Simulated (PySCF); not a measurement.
# Telling isomers of C5H6F3OP apart by NMR

All values are calculated (PySCF 2.14.0 with density-fitted response routines): PBE0/pcSseg-1 with gauge-including orbitals, structure optimised with PBE0-D3(BJ)/def2-SVP. Isolated molecule, single conformer, rapidly exchanging positions averaged, relativity neglected.

Referencing at the same level of theory: TMS for 1H, 13C. Splittings of carbon signals by F and P are missing where no couplings were computed. Where no couplings were computed, multiplicities follow the n + 1 count of equivalent neighbours, and m marks all less simple cases (inequivalent or close neighbours, rings, F or P nearby). Shifts are as computed. Against solution values, carbons near 30 ppm lie about +2 ppm off and those near 130 ppm about +5 ppm (rms about the fit 1.9 ppm; single classes can miss by 10 ppm). Of 1328 compounds with measured shifts, 309 miss one by over three times the rms of a fit or turn the order of signals round; such compounds aren't used in these exercises. Signals without a measured value on file couldn't be tested in this way; 1H shifts scatter by 0.2 ppm about their fit, and single ones miss by 0.5 ppm.

(1) Tabulate the signals of `O=[P@@H](C(F)=C(F)F)C1CC1`, `C=C[C@@H]1C[P@]1(=O)C(F)(F)F` and their relative energies.

(2) What is the quickest way to tell O=[P@@H](C(F)=C(F)F)C1CC1 from C=C[C@@H]1C[P@]1(=O)C(F)(F)F?

Results:

(1) 
| SMILES | carbon types | δC | δH | E rel. (kcal/mol) |
| --- | --- | --- | --- | --- |
| O=[P@@H](C(F)=C(F)F)C1CC1 | 2×C 1×CH 2×CH2 | 169.2, 129.0, 7.9, 3.6, 2.0 | 7.63 (m, 1H), 1.22 (m, 1H), 1.08 (m, 1H), 0.89 (m, 1H), 0.73 (m, 1H), 0.72 (m, 1H) | 9.4 |
| C=C[C@@H]1C[P@]1(=O)C(F)(F)F | 1×C 2×CH 2×CH2 | 139.5, 128.4, 126.5, 30.7, 19.0 | 5.64 (m, 1H), 5.64 (m, 1H), 5.52 (m, 1H), 2.68 (m, 1H), 2.24 (m, 1H), 1.57 (m, 1H) | 0.0 |

Energies are electronic energies at PBE0/pcSseg-1 on these geometries, without zero-point or thermal terms, each for the one conformer computed, which needn't be the lowest.

(2) Both give the same number of carbon signals, but DEPT or the intensities differ. The first has a fully substituted alkene carbon (C) at 169.2 ppm, the second an alkene CH at 139.5 ppm. In the proton spectra the most deshielded non-exchanging signals are 7.63 (m, 1H) and 5.64 (m, 1H).
